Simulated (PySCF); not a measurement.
A calculated (UHF, PySCF 2.14, aug-cc-pVDZ-DK, scalar relativity by spin-free X2C-1e) atom or ion has these occupied shells.

| shell | electrons | orbital energy (eV) | rms radius, mean of both spins (bohr) |
| --- | --- | --- | --- |
| 1s α | 1 | -324.59 | 0.311 |
| 1s β | 1 | -323.77 | 0.311 |
| 2s α | 1 | -33.343 | 1.62 |
| 2s β | 1 | -29.643 | 1.62 |
| 2p α | 1 | -24.833 | 1.65 |

**Question.** Name the element and its charge.

**Answer.** C+ (carbon, charge +1), in [He] 2s2 2p1, 2P determinant.
